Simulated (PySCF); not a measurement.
C₂H₆ClNSi₂, SMILES N[SiH2]C#C[SiH2]Cl.

Geometry optimised at B3LYP-D3(BJ)/def2-SVP. The structure was generated by enumeration, and PubChem lists no compound with its InChIKey, so it may never have been made. The values are those of a single conformer.

These are TDA-PBE/def2-SVPD (PySCF) values and carry that method's errors.

Vertical excitations. Isolated molecule, no solvent.

**Question.** List the lowest excited states. (An estimate is asked for; the answer gives what the named calculation found.)

**Answer.** 
| state | energy (eV) | λ (nm) | f | main pairs |
|---|---|---|---|---|
| S1 | 4.53 | 274 | 0.071 | HOMO→LUMO 96 % |
| S2 | 4.89 | 254 | 0.000 | HOMO→LUMO+1 96 % |
| S3 | 4.95 | 250 | 0.000 | HOMO−1→LUMO 95 % |
| S4 | 5.46 | 227 | 0.005 | HOMO−2→LUMO 63 %, HOMO−1→LUMO+1 36 % |
| S5 | 5.62 | 221 | 0.000 | HOMO−3→LUMO 99 % |
| S6 | 5.83 | 213 | 0.011 | HOMO−4→LUMO 96 % |
| S7 | 5.83 | 213 | 0.000 | HOMO−2→LUMO+1 98 % |
| S8 | 6.05 | 205 | 0.007 | HOMO→LUMO+2 97 % |
| S9 | 6.14 | 202 | 0.040 | HOMO−3→LUMO+1 88 % |
| S10 | 6.22 | 199 | 0.005 | HOMO→LUMO+3 99 % |
| T1 | 4.11 | 302 | 0 | HOMO→LUMO 87 % |
| T2 | 4.54 | 273 | 0 | HOMO−2→LUMO 48 %, HOMO−1→LUMO+1 35 %, HOMO→LUMO 12 % |
| T3 | 4.57 | 271 | 0 | HOMO−1→LUMO 74 %, HOMO→LUMO+1 17 % |
| T4 | 4.80 | 258 | 0 | HOMO→LUMO+1 81 %, HOMO−1→LUMO 17 % |
Triplets are in the Tamm–Dancoff approximation.
